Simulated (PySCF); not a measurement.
# [Er(H2O)2]3+ relaxed at several levels

Computed with PySCF 2.14.0, def2-SVP on the ligands, density fitting, scalar-relativistic core potentials, no spin-orbit coupling, vacuum. Each row is relaxed at its own level from the same template. Distances are means of the shortest metal–ligand contacts, charges and spins Mulliken's; removal energies are rigid, with the ligand's formal charge and no counterpoise, so too large; for an anion taken off a cation in vacuum most of it is the attraction of opposite charges, and multiply charged cations can part far more cheaply with an electron moved from ligand to metal. lcecp potentials hold a fixed number of 4f electrons in the core, out of states, spins and gaps.

```csv
level,basis on the metal,point group,M–H2O (Å),charge on M (e),removal of one H2O (eV),unstable modes (below −25 cm⁻¹)
PBE0,lcecp-1-SVP with ECP57,C1,2.181,2.20,4.56,1 (soft)
r2SCAN,lcecp-1-SVP with ECP57,C1,2.186,2.20,4.55,not given
```

What does the calculation give for TPSS, lcecp-1-SVP with ECP57?

point group: C1, M–H2O (Å): 2.191, charge on M (e): 2.15, removal of one H2O (eV): 4.59, unstable modes (below −25 cm⁻¹): not given.
```xyz
7

Er    1.0279   -0.1329    0.0053
O    -0.1675    0.0767    1.8298
H     0.1304    0.4289    2.7237
H    -1.1259   -0.1727    1.9994
O    -0.1636   -0.0421   -1.8314
H     0.1319   -0.2579   -2.7689
H    -1.1217    0.2320   -1.9579
```

Members with unstable modes aren't minima as they stand: saddle points kept by symmetry or, where the modes are soft, flat surfaces and noise. Moved off a saddle point of the template and relaxed again: PBE0, TPSS, r2SCAN. One start shape was tried for each, so a minimum needn't be the lowest isomer.
